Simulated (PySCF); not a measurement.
A PySCF script (with the pyscf-properties extension) for the NMR shieldings of SMILES N#CC[C@@H]1C=CCC[Si@H]1Cl, C7H10ClNSi, on a GFN2-xTB geometry:

```python
import basis_set_exchange as bse
import numpy as np
from pyscf import gto, dft
from pyscf.prop import nmr

atoms = """
N     2.655606   -0.825653   -1.839027
C     2.472241   -0.155138   -0.931254
C     2.222989    0.674899    0.217251
C     0.748338    0.574360    0.658202
C     0.428194   -0.854287    0.993821
C    -0.618066   -1.570113    0.615075
C    -1.763230   -1.155459   -0.258053
C    -2.057973    0.344398   -0.246202
Si   -0.468402    1.298843   -0.625767
Cl   -0.674359    3.288938   -0.290146
H     2.886689    0.345498    1.024064
H     2.474898    1.708362   -0.037051
H     0.669793    1.153352    1.589162
H     1.169119   -1.333524    1.624693
H    -0.668873   -2.599923    0.945580
H    -2.654680   -1.705588    0.056063
H    -1.539288   -1.472766   -1.281927
H    -2.437824    0.623486    0.739383
H    -2.852557    0.561625   -0.960209
H     0.002236    1.109369   -1.996693
"""
names = dict.fromkeys(["N", "C", "Si", "Cl", "H"], "pcSseg-1")
basis = {el: gto.basis.parse(bse.get_basis(n, elements=[el], fmt="nwchem")) for el, n in names.items()}
mol = gto.M(atom=atoms, basis=basis, charge=0, verbose=0)
mf = dft.RKS(mol, xc="PBE0")
mf.grids.level = 2
mf.grids.alignment = dft.numint.BLKSIZE   # the property module wants whole blocks of grid points
mf.conv_tol = 1e-9
mf.kernel()

calc = nmr.RKS(mf)   # GIAO
C = mf.mo_coeff
Co = C[:, mf.mo_occ > 0]
resp = mf.gen_response(singlet=True, hermi=2)
def vind(x):   # induced exchange potential for any number of trial vectors
    d = np.einsum("pi,xij,qj->xpq", C, 2 * x.reshape(-1, C.shape[1], Co.shape[1]), Co, optimize=True)
    return np.einsum("xpq,pi,qj->xij", resp(d - d.transpose(0, 2, 1)), C, Co, optimize=True).ravel()
mo1, _ = nmr.rhf.solve_mo1(calc, with_cphf=vind)
sigma = calc.kernel(mo1)
for i, s in enumerate(sigma):   # ppm
    w = np.linalg.eigvalsh((s + s.T) / 2)
    print("%2d %-2s iso %8.1f  s11 %8.1f  s22 %8.1f  s33 %8.1f" % (i, mol.atom_pure_symbol(i), w.mean(), *w))
```

**Question.** What does it print?

**Answer.** 
```
 0 N  iso    -34.8  s11   -203.4  s22   -202.2  s33    301.1
 1 C  iso     63.2  s11    -54.2  s22    -46.8  s33    290.5
 2 C  iso    167.0  s11    156.1  s22    166.4  s33    178.4
 3 C  iso    156.2  s11    139.9  s22    155.3  s33    173.4
 4 C  iso     50.9  s11    -57.5  s22     66.2  s33    143.9
 5 C  iso     45.4  s11    -68.6  s22     48.1  s33    156.6
 6 C  iso    160.0  s11    151.5  s22    156.5  s33    171.9
 7 C  iso    170.9  s11    161.4  s22    165.8  s33    185.3
 8 Si iso    346.7  s11    306.0  s22    356.8  s33    377.5
 9 Cl iso    978.6  s11    942.4  s22    973.3  s33   1020.1
10 H  iso     29.2  s11     24.1  s22     27.4  s33     36.1
11 H  iso     29.1  s11     24.5  s22     28.1  s33     34.6
12 H  iso     29.8  s11     27.2  s22     27.4  s33     34.7
13 H  iso     26.0  s11     23.4  s22     26.1  s33     28.6
14 H  iso     25.5  s11     22.8  s22     25.9  s33     27.7
15 H  iso     29.1  s11     23.3  s22     27.6  s33     36.3
16 H  iso     29.2  s11     26.1  s22     26.8  s33     34.8
17 H  iso     30.5  s11     26.4  s22     29.2  s33     35.8
18 H  iso     30.4  s11     25.3  s22     28.8  s33     37.1
19 H  iso     26.2  s11     23.1  s22     25.1  s33     30.4
```

These numbers come from an equivalent density-fitted implementation of the same equations, which agrees with the script to about 0.01 ppm for H and up to a few tenths of a ppm for heavy atoms, so last digits may differ.

**Question.** Turn these shieldings into chemical shifts. δ = σ(ref) − σ, references computed at the same level: 15N (σ = 267.73 ppm) against NH3; 13C (σ = 186.93 ppm), 29Si (σ = 349.16 ppm), 1H (σ = 31.72 ppm) vs TMS; 35Cl (σ = 949.78 ppm) against HCl.

**Answer.** Averaging equivalent atoms: N 0: 302.6; C 5: 141.5; C 4: 136.1; C 1: 123.8; C 3: 30.7; C 6: 27.0; C 2: 20.0; C 7: 16.1; Si 8: 2.4; Cl 9: -29; H 14: 6.26; H 13: 5.70; H 19: 5.53; H 11: 2.65; H 15: 2.62; H 10: 2.49; H 16: 2.49; H 12: 1.94; H 18: 1.32; H 17: 1.24 ppm. Experimental scales use liquid or dissolved standards, which lie at an offset from isolated NH3 (liquid NH3: subtract about 20 ppm). Unscaled 15N shifts of sp2 nitrogen come out 20 to 40 ppm too high even then.

Size and cost of the density-fitted run: 234 basis functions, 2.7 min wall time on 1 thread of an Intel Xeon, shared host; peak memory 1.1 GiB.
